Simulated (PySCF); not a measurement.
Species: `C(=O)(C(C=C)C=C)N`. The columns A, B, C and D hold Mulliken, IAO, Hirshfeld and ESP-fitted charges (e) of one PBE0/pcSseg-1 density (PySCF), in a shuffled order. Coordinates in Å (GFN2-xTB); the density's dipole moment is (-0.75, 1.07, 3.33) D.

| atom | x | y | z | A | B | C | D |
| --- | --- | --- | --- | --- | --- | --- | --- |
| C1 | -1.389 | -1.995 | 0.526 | -0.135 | -0.106 | -0.321 | -0.467 |
| C2 | -0.569 | -1.342 | -0.274 | -0.121 | -0.037 | -0.121 | -0.045 |
| C3 | 0.006 | 0.011 | 0.036 | -0.362 | -0.034 | -0.161 | -0.182 |
| C4 | -0.440 | 1.007 | -0.998 | -0.122 | -0.037 | -0.122 | -0.042 |
| C5 | -1.168 | 2.073 | -0.730 | -0.135 | -0.106 | -0.321 | -0.468 |
| C6 | 1.532 | -0.095 | -0.039 | +0.504 | +0.178 | +0.451 | +0.678 |
| N7 | 2.169 | 0.225 | 1.110 | -0.399 | -0.169 | -0.503 | -0.890 |
| O8 | 2.126 | -0.435 | -1.034 | -0.424 | -0.291 | -0.503 | -0.540 |
| H9 | -1.713 | -1.585 | 1.469 | +0.105 | +0.042 | +0.141 | +0.185 |
| H10 | -1.780 | -2.965 | 0.269 | +0.121 | +0.049 | +0.155 | +0.188 |
| H11 | -0.248 | -1.762 | -1.217 | +0.122 | +0.049 | +0.160 | +0.137 |
| H12 | -0.311 | 0.335 | 1.031 | +0.106 | +0.042 | +0.127 | +0.148 |
| H13 | -0.107 | 0.790 | -2.003 | +0.122 | +0.049 | +0.160 | +0.135 |
| H14 | -1.466 | 2.764 | -1.500 | +0.121 | +0.049 | +0.155 | +0.188 |
| H15 | -1.505 | 2.299 | 0.269 | +0.105 | +0.042 | +0.141 | +0.185 |
| H16 | 3.174 | 0.177 | 1.132 | +0.197 | +0.141 | +0.286 | +0.412 |
| H17 | 1.683 | 0.509 | 1.941 | +0.195 | +0.139 | +0.278 | +0.379 |

Q: Which column most likely holds the ESP-fitted charges?

A: D. Σ q r misses the density's dipole by 0.02 D (D), 0.24 D (C), 1.09 D (B), 1.46 D (A). Charges fitted to the outside potential are the only set here that is tied to the molecule's multipoles.

Q: And the Hirshfeld charges?

A: B. The mean sizes are 0.092 e (B), 0.200 e (A), 0.242 e (C), 0.310 e (D), and Hirshfeld charges are commonly the smallest of these schemes.

As computed, A = Mulliken, B = Hirshfeld, C = IAO, D = ESP-fitted. Hydrogens on carbon: Mulliken +0.11 to +0.12, Hirshfeld +0.04 to +0.05, IAO +0.13 to +0.16, ESP-fitted +0.14 to +0.19 e.

The ESP scheme is a least-squares fit of atom-centred charges to the potential on four shells outside the van der Waals surface, with the total charge fixed. The Hirshfeld scheme divides the density at each point in proportion to the densities of the neutral, spherically averaged free atoms.

The structure is a single GFN2-xTB conformer in the gas phase; no vibrational or solvent corrections.

The run behind these numbers computed NMR shieldings as well. Cost: about 70 s of CPU time on one thread; the machine was shared, so the figure is rough.

Shape of the structure used: `[CH2:1]=[CH:2][CH:3]([CH:4]=[CH2:5])[C:6]([NH2:7])=[O:8]`: C1–C2–C3–C4 -118°, C2–C3–C4–C5 118°, C2–C3–C6–N7 -121°, H–N7–C6–C3 180°, H–N7–C6–C3 0°.
